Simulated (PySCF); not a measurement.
Molecule: SMILES FC(S(=O)(=O)Cl)(F)F, CClF3O2S.

Geometry:
| atom | x (Å) | y (Å) | z (Å) |
| --- | --- | --- | --- |
| O1 | 1.387 | -0.080 | 1.419 |
| S2 | 0.955 | -0.068 | 0.045 |
| O3 | 1.416 | -1.006 | -0.947 |
| Cl4 | 1.179 | 1.849 | -0.697 |
| C5 | -0.919 | -0.132 | 0.035 |
| F6 | -1.260 | -1.338 | 0.436 |
| F7 | -1.392 | 0.771 | 0.860 |
| F8 | -1.359 | 0.083 | -1.182 |

Geometry PBE0-D3(BJ)/def2-SVP throughout; GIAO in PySCF 2.14.0 with density-fitted response routines, gas phase, one conformer, non-relativistic; equivalent atoms averaged; functional PBE0.

(1) How do the shifts δ (against H2O, CS2, HCl, TMS, CFCl3 at the same level) depend on the basis set? (ppm; last column core-seconds on 1 thread of an Arm Neoverse V2, shared host)

(2) Which nucleus moves most, in ppm?

(3) Taking the largest basis, IGLO-III (298 functions), as the yardstick, rank the others by their worst heavy-atom deviation.

Results:

(1) 
```
  basis set  functions  O1/O3     S2    Cl4     C5  F6/F7/F8  core-s
    cc-pVDZ        120  295.4  327.6  567.7  124.2     -80.0      11
   def2-SVP        120  292.7  342.4  573.9  125.1     -68.8     9.7
aug-cc-pVDZ        192  278.4  323.9  600.9  122.9     -79.6      20
    cc-pVTZ        248  292.4  337.0  587.2  127.2     -81.2      30
  def2-TZVP        260  294.9  375.3  630.1  127.7     -81.7      31
   IGLO-III        298  302.4  367.6  648.7  128.6     -83.8      37
```

(2) Cl4 (chlorine bonded to S): from 567.7 ppm with cc-pVDZ to 648.7 ppm with IGLO-III. The smallest spread is 5.7 ppm, at C5.

(3) def2-TZVP 18.6 ppm (260 functions), aug-cc-pVDZ 47.8 ppm (192 functions), cc-pVTZ 61.5 ppm (248 functions), def2-SVP 74.9 ppm (120 functions), cc-pVDZ 81.0 ppm (120 functions).

A small basis that lands close on one nucleus may do so by chance; judge by the trend and by all nuclei.
